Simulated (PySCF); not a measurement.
# Br: electron affinity

Br⁻ [Kr] (1S) → Br [Ar] 3d10 4s2 4p5 (2P), as a difference of total energies. All numbers are calculated (PySCF 2.14, scalar relativity through the core potential, in aug-cc-pwCVTZ-PP with ECP10MDF (8s7p6d4f1g, 96 functions)). Correlated levels: valence: 3s2 3p6 3d10 frozen; valence and next inner shell: nothing frozen outside the core potential. The calculations carry no spin-orbit coupling.

```csv
method,electron affinity (eV)
UHF,2.335
LDA,3.709
PBE,3.435
PBE0,3.391
r2SCAN,3.450
MN15,3.257
PW91,3.488
TPSSh,3.406
LC-wPBE,3.346
MP2 (valence),3.401
SCS-MP2 (valence),3.321
MP2 (valence and next inner shell),3.445
SCS-MP2 (valence and next inner shell),3.349
```

How much does correlation contribute at MP2 (valence and next inner shell)?

3.445 − (2.335) = 1.110 eV, measured against UHF.

The reference lies between the lowest fine-structure levels, while these numbers refer to the centres of the terms.

Errors of the correlated levels include the incompleteness of this basis and the frozen core.

In the anion the highest occupied orbital energy is positive at LDA, PBE, PW91, a self-interaction effect; the basis confines that electron, and the energy difference can still be sensible.

For comparison: 3.364 eV (measured; photodetachment measurements, as compiled on the Wikipedia data page of electron affinities).
